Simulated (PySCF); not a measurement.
C4H6BI.
Structure used (PBE0-D3(BJ)/def2-SVP), in Å, numbered top down from 1:
```
atom  x, y, z in Å
B1     2.9330   -0.8107   -0.0645
C2     1.5560   -0.2149    0.0149
C3     0.4307    0.2659    0.0794
C4    -0.8918    0.8166    0.1851
C5    -1.9690   -0.1882    0.5559
I6    -1.4381    1.8394   -1.6929
H7     3.2347   -1.7339    0.6537
H8     3.7395   -0.3674   -0.8458
H9    -0.8649    1.6569    0.8957
H10   -2.9482    0.3028    0.6341
H11   -2.0332   -0.9885   -0.1940
H12   -1.7187   -0.6422    1.5280
```

Theory: PBE0-D3(BJ)/def2-SVP geometry optimisation, gas phase, def2 core potentials past Kr (PySCF).

Take the most abundant isotopes and a rigid rotor. 

**Question.** What are A, B and C (GHz)?

**Answer.** Ia = 137.42, Ib = 556.61, Ic = 675.69 u·Å²; 505379 MHz·u·Å²/I gives 3678, 908.0 and 747.9 MHz, that is A = 3.6776, B = 0.9080, C = 0.7479 GHz.

**Question.** Classify the top.

**Answer.** An asymmetric top; Ray's κ = -0.891.

**Question.** What does the inertial defect say?

**Answer.** Not planar: Δ = Ic − Ia − Ib = -18.34 u·Å². For a rigid frame Δ = −2 Σ m c², so Σ m c² = 9.17 u·Å² lies off the ab plane: 4.50 from hydrogen and 4.67 from heavier atoms. The atom farthest from that plane is 1.54 Å away.

**Question.** Give the other two planar moments, Paa and Pbb, and the rms extents of the mass along the axes.

**Answer.** Paa = Σ m a² = (Ib + Ic − Ia)/2 = 547.44 and Pbb = Σ m b² = (Ia + Ic − Ib)/2 = 128.25 u·Å². With the mass M = 191.96 u, the rms extents √(P/M) along a, b and c are 1.69, 0.82, 0.22 Å.

**Question.** Which lines would a microwave search look for?

**Answer.** The dipole components are |μa| = 0.00 D, |μb| = 1.84 D, |μc| = 0.45 D. The squared components, which scale the intensities, stand as 0.00 : 1.00 : 0.06 (a : b : c). Some lines, for components of 0.1 D or more:

| type | branch | J(Ka,Kc) | MHz | lower level (cm⁻¹) |
| --- | --- | --- | --- | --- |
| b | R | 2(0,2) ← 1(1,1) | 535 | 0.148 |
| c | Q | 3(1,3) ← 3(0,3) | 2399 | 0.330 |
| c | Q | 1(1,1) ← 1(0,1) | 2770 | 0.055 |
| b | Q | 1(1,0) ← 1(0,1) | 2930 | 0.055 |
| b | Q | 2(1,1) ← 2(0,2) | 3096 | 0.165 |
| b | Q | 3(1,2) ← 3(0,3) | 3359 | 0.330 |
| c | R | 2(1,1) ← 1(0,1) | 6401 | 0.055 |
| c | Q | 3(2,2) ← 3(1,2) | 8073 | 0.442 |
| c | Q | 2(2,1) ← 2(1,1) | 8309 | 0.269 |
| c | R | 2(2,1) ← 1(1,1) | 11941 | 0.148 |
| b | R | 3(2,1) ← 2(1,2) | 13790 | 0.253 |

**Question.** Estimate the classical rotational partition function at 10 K, 50 K and 500 K.

**Answer.** Point group C1, symmetry number σ = 1; q = (√π/σ)·√((kT/h)³/(ABC)), k/h = 20836.6 MHz/K: 3370 at 10 K, 37700 at 50 K, 1190000 at 500 K.

Whether it is a minimum is left open (no frequencies). Zero-point vibration and centrifugal distortion are left out. A rigid rotor knows nothing of internal rotation, which can split or shift real lines. Quadrupole hyperfine structure (11B, 127I) is left out.
